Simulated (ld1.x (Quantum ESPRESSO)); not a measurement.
## iodine: one change to a TM potential, before and after

* Element: I
* Generator: ld1.x (Quantum ESPRESSO) 7.5
* Type: norm-conserving Troullier–Martins (Kleinman–Bylander form)
* Functional: PBE
* Relativity: scalar-relativistic
* Frozen core: [Kr]
* Valence charge: 17
* Reference configuration: 4d10 5s2 5p3.5 (charge +1.5)
* Partial waves: 5s (bound): rc 1.55 bohr; 4d (bound): rc 1.20 bohr; 5p (bound): rc 1.90 bohr
* Local potential: the p channel
* Core correction: none

All-electron outer shells of the reference configuration (PBE, scalar-relativistic, ld1.x):

```
shell  level (eV)  outermost node (bohr)  outermost maximum (bohr)
   4p     -142.40                   0.37                      0.72
   4d      -65.06                   0.35                      0.78
   5s      -31.03                   0.88                      1.68
   5p      -19.82                   0.96                      1.95
```

Change: wave 4d (bound): rc 1.20 bohr becomes 4d (bound): rc 1.48 bohr.

Cutoffs: the cutoffs (Ry, on a coarse ladder) from which the occupation-weighted sum of valence levels, in a spherical-Bessel basis at the reference potential, stays within 10 and 1 mRy of its value at 400 Ry; they do not see the model core or the augmentation charge, which bear on the density cutoff. Errors are all-electron minus pseudo energies relative to the spin-unpolarised reference configuration.

Predict the effect on cutoff, ghosts and configuration errors.

The potential gets softer (120 Ry and 200 Ry → 100 Ry and 180 Ry); the errors of the 7 common tests hardly move; neither file shows a bound ghost. A larger radius leaves more room for a smooth pseudo-wave, so fewer plane waves are needed.

```tsv
quantity	base	changed
cutoff, loose	120 Ry	100 Ry
cutoff, tight	200 Ry	180 Ry
loose cutoff by channel (10 mRy a level)	s 30 Ry, d 100 Ry, p 15 Ry	s 30 Ry, d 90 Ry, p 15 Ry
bound ghosts	none	none
error for 4d10 5s2 5p5, meV [ΔE -19.91 eV]	+13	+13
error for 4d10 5s2 5p4, meV [ΔE -8.78 eV]	+3.6	+3.6
error for 4d10 5s2 5p3, meV [ΔE 11.06 eV]	-1.5	-1.4
error for 4d9 5s2 5p6, meV [ΔE 25.95 eV]	-593	-552
error for 4d10 5s1 5p6, meV [ΔE -9.50 eV]	+1.1	+1.1
error for 4d10 5s1 5p5, meV [ΔE 2.20 eV]	-2.9	-2.9
error for 4d10 5s2 5p4.5, meV [ΔE -15.38 eV]	+8.4	+8.4
s: phases at 2.06 bohr within 0.05 rad from the reference energy up to (Ry; the scan ends near 5)	0.7	0.7
p: phases at 2.06 bohr within 0.05 rad from the reference energy up to (Ry; the scan ends near 5)	3.9	3.9
d: phases at 2.06 bohr within 0.05 rad from the reference energy up to (Ry; the scan ends near 5)	-1.7	-1.7
```
